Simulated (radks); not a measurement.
Problem. Neutral chromium, [Ar] 3d5 4s1. Calculated with a radial shooting solver on a logarithmic mesh with Libxc functionals: non-relativistic Kohn-Sham, LDA (Slater exchange, Perdew-Wang correlation), spin-polarised, spherical densities, point nucleus. Every spin shell is full or empty, so the densities are truly spherical. Functionals are evaluated on that one density, not self-consistently. Rank these exchange functionals by their error against the exact value of the orbitals, and give that value: LDA, PBE, revPBE, PW86, OPTX, SOGGA, G96, EV93, TPSS, revTPSS, r2SCAN, Tao-Mo.

Solution. Exact: -47.5747 hartree. From best to worst, with 100 (|E| - |E exact|)/|E exact| (equal figures are ties): Tao-Mo -0.11, revPBE +0.13, PBE -0.15, r2SCAN +0.24, revTPSS -0.35, TPSS +0.39, G96 +0.53, PW86 +0.62, OPTX +0.70, EV93 +0.82, SOGGA -2.71, LDA -6.40.
